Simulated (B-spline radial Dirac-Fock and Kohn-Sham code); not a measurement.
## How the settings move the core levels of O

ΔSCF core binding energies without Breit or QED terms, calculated with an atomic code on a B-spline grid. Keys: rel is the Hamiltonian (dirac, or spin-free x2c and nr, where L3 and M5 stand for the whole 2p and 3d shells), method is hf or an exchange,correlation pair (spin-unpolarised, also for the hole states), nuc the nuclear model, radius_factor scales its radius, rmax is the box in bohr, h the logarithmic mesh step, order the B-spline order, points the quadrature points per cell, c_factor scales the speed of light, and damp, ndamp, maxit and tol steer the iteration. The run stops when the commutator error falls below 10·tol·max(1, Z/10), or the numerical noise floor, and the energy has settled to about 1e-8 Ha; the virial ratio is −V/T.

Base input:

```json
{"items": [{"Z": 8, "q": 0, "cfg": [[1, 0, 2], [2, 0, 2], [2, 1, 4]], "A": 16, "rrms": 2.6991, "do": "settings", "holes": ["K", "L3", "M5"],
  "settings": [{"rel": "dirac", "method": "hf", "nuc": "fermi", "radius_factor": 1.0, "rmax": 45.0, "h": 0.3, "order": 8, "points": 10, "c_factor": 1.0, "maxit": 60, "damp": 0.5, "ndamp": 3, "tol": 1e-08}]}]}
```

The ground state converged in 10 iterations, with total energy -74.82499 Ha, virial ratio 1.99851 and highest orbital energy -16.75 eV. ΔSCF binding energies: K (1s) 545.8 eV. Holes are computed only in closed shells, and unreliable hole states are left out.

Changes from the base run:

| changed setting | Δ total energy (Ha) | Δ K (eV) | iterations |
| --- | --- | --- | --- |
| method = "wc,pbe"; radius_factor = 0.8; c_factor = 2.0 | -0.00741 | +7.74 | 9 |
| c_factor = 2.0 | +0.04187 | -0.34 | 9 |
| rmax = 30.0 | 0.00000 | 0.00 | 10 |
| damp = 0.0 | 0.00000 | 0.00 | 9 |
| nuc = "gauss" | 0.00000 | 0.00 | 10 |
| rmax = 30.0; c_factor = 2.0; damp = 0.0 | +0.04187 | -0.34 | 9 |
| order = 6 | 0.00000 | 0.00 | 10 |
|  | 0.00000 | 0.00 | 10 |
| order = 5 | +0.00001 | 0.00 | 10 |
| h = 0.22 | 0.00000 | 0.00 | 10 |
| radius_factor = 2.0 | +0.00004 | 0.00 | 10 |
| nuc = "gauss"; rmax = 80.0; damp = 0.2 | 0.00000 | 0.00 | 9 |
| damp = 0.2 | 0.00000 | 0.00 | 9 |
| method = "b88,"; order = 5; c_factor = 100.0 | +0.07551 | +8.45 | 9 |
| c_factor = 100.0 | ? | ? | ? |

Q: What does the change c_factor = 100.0 do?

A: The total energy moves by +0.05579 Ha and the binding energies by K -0.45 eV; the run takes 8 iterations.
